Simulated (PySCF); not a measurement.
# Worked example: dipole moment from atomic charges

H5NSi, SMILES N[SiH3]. Atoms are numbered in the order given.

```xyz
7

Si    -0.5756    -0.0027     0.0000
N      1.1463     0.0581     0.0000
H     -1.0586     0.6901     1.2196
H     -1.0586     0.6901    -1.2196
H     -1.1700    -1.3700     0.0000
H      1.6607    -0.1896     0.8302
H      1.6607    -0.1896    -0.8302
```

Geometry: ωB97X-D3(BJ)/def2-TZVP.

Charges (e) from ωB97X/def2-TZVPD in PySCF:

```
atom     IAO  ESP fit
----  ------  -------
Si1    0.821    0.571
N2    -0.880   -0.995
H3    -0.150   -0.099
H4    -0.150   -0.099
H5    -0.183   -0.149
H6     0.271    0.386
H7     0.271    0.386
```

The dipole moment of the full density is 1.25 D.

Problem. What dipole moment does each set of point charges give, and which comes closer to that of the density?

Solution. 
μ = Σ q r, and 1 e Å = 4.8032 D.
IAO: Σ q r = (-0.050, -0.112, 0.000) e Å, |μ| = 0.59 D.
ESP fit: Σ q r = (0.197, -0.138, 0.000) e Å, |μ| = 1.15 D.
ESP fit comes closer in size. Point charges leave out the atoms' own dipoles (lone pairs, polarised bonds); fits to the potential absorb them, partitions of the density don't.
